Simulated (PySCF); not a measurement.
CH₆GeO₃, SMILES C[O][GeH]([OH])[OH].

Geometry: B3LYP-D3(BJ)/def2-SVP. The structure was generated by enumeration, and PubChem lists no compound with its InChIKey, so it may never have been made. One conformer was computed; it need not be the lowest.

Calculation: PBE/def2-TZVP (PySCF).

**Question.** Estimate the frontier levels, gap, dipole moment and polarisability. (Estimate from the structure and the level; the computed values follow.)

**Answer.** 
* **highest occupied level**: -6.53 eV
* **lowest empty level**: -0.67 eV
* **orbital gap**: 5.86 eV
* **dipole moment**: 1.51 D
* **quadrupole, principal values (traceless, Buckingham form, about the centre of nuclear charge)**: -3.60, -1.91, 5.50 D·Å
* **mean static polarisability**: 53.2 bohr³ (7.88 Å³)
* **polarisability, principal values**: 49.5, 50.6, 59.5 bohr³
